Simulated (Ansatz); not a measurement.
`[I][GaH][I]` + H–F → `[F][GaH][I]` + HI at 500 K and 1 bar (ligand exchange at a Ga–I bond).

Isolated molecules relaxed with PBE0-D4/def2-TZVP in Ansatz; ΔE leaves out vibrations. CCSD(T)/CBS is the MP2 limit (def2-TZVPP, def2-QZVPP) plus CCSD(T) − MP2 in def2-TZVPP, frozen cores. This one scheme is used for every species. Elements past krypton have def2 core potentials. For Ga, I outer-core shells are correlated without core-valence functions, which leaves a few kJ/mol of doubt a bond. Scalar relativity is left out up to krypton.

| species | CCSD(T)/CBS energy (Eh) | H − E (kJ/mol) | S (J/(mol·K)) |
| --- | --- | --- | --- |
| `[I][GaH][I]` | -2519.52154 | 51.4 | 375.4 |
| H–F | -100.39570 | 39.4 | 188.7 |
| `[F][GaH][I]` | -2321.86103 | 52.8 | 348.9 |
| HI | -298.03592 | 28.6 | 221.6 |

H − E and S are ideal-gas, rigid-rotor, harmonic terms from PBE0-D4/def2-TZVP. 1 Eh = 2625.50 kJ/mol, R = 8.31446 J/(mol·K).

Problem. By hand: ΔE, ΔH, ΔS and ΔG.

Solution. ΔE = (-2321.86103) + (-298.03592) − (-2519.52154) − (-100.39570) = 0.02029 Eh = 53.3 kJ/mol. Δ(H − E) = 52.8 + 28.6 − 51.4 − 39.4 = -9.4, so ΔH = 43.9 kJ/mol. ΔS = 348.9 + 221.6 − 375.4 − 188.7 = 6.4 J/(mol·K). ΔG = 43.9 − 500 × (6.4)/1000 = 40.7 kJ/mol.

Problem. By hand: the equilibrium constant, and the temperature at which ΔG would vanish if ΔH and ΔS stayed fixed.

Solution. log₁₀ K = −ΔG/(RT ln 10) = -4.3. ΔG = 0 at ΔH/ΔS = 6859 K, far beyond where these terms or the molecules hold.

The number of gas molecules stays the same, so ΔS is small and ΔH decides. A doubt of 5 kJ/mol in ΔE shifts log₁₀ K by 0.5 here. These are equilibria of isolated gas molecules and say nothing of rates. Largest T1 diagnostic: 0.012 (customary marks: 0.02 for closed shells, 0.045 for open ones).
